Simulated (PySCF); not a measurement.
C2H9BF2Si2, SMILES CB(C)[SiH2][SiH](F)F, GFN2-xTB optimised geometry.

```
16

Si     1.79     0.48     0.00
F      1.43     0.14     1.54
F      1.43     2.05     0.00
Si     0.27    -0.61    -1.35
B     -1.53    -0.12    -0.71
C     -2.20     1.20    -1.23
C     -2.17    -0.92     0.48
H      3.25     0.48     0.00
H      0.61    -0.24    -2.74
H      0.62    -2.05    -1.30
H     -1.66     2.05    -0.80
H     -3.25     1.33    -0.95
H     -2.13     1.33    -2.31
H     -2.10    -2.00     0.36
H     -1.61    -0.69     1.39
H     -3.22    -0.68     0.68
```

Density from PBE0/def2-TZVP run with PySCF at that geometry.

Minimum of the electron density along straight lines between bonded atoms, close to the bond critical point (lines longer than 1.1 times the sum of covalent radii, or with two minima, are not listed):

```
bond     length / Å  ρ at the minimum / e bohr⁻³  ∇²ρ there / e bohr⁻⁵  position (fraction from the first atom)
-------  ----------  ---------------------------  --------------------  ---------------------------------------
Si1–F2        1.614                        0.134                  0.94                                     0.42
Si1–F3        1.613                        0.134                  0.94                                     0.42
Si1–Si4       2.309                        0.095                 -0.09                                     0.64
Si4–B5        1.970                        0.118                 -0.04                                     0.39
B5–C6         1.574                        0.186                 -0.30                                     0.33
B5–C7         1.574                        0.186                 -0.30                                     0.33
Si1–H8        1.451                        0.132                  0.17                                     0.49
Si4–H9        1.479                        0.119                  0.19                                     0.49
Si4–H10       1.479                        0.119                  0.19                                     0.49
C6–H11        1.093                        0.267                 -0.87                                     0.64
C6–H12        1.088                        0.275                 -0.93                                     0.64
C6–H13        1.089                        0.273                 -0.91                                     0.64
C7–H14        1.089                        0.272                 -0.91                                     0.64
C7–H15        1.093                        0.267                 -0.87                                     0.64
C7–H16        1.088                        0.275                 -0.93                                     0.64
```
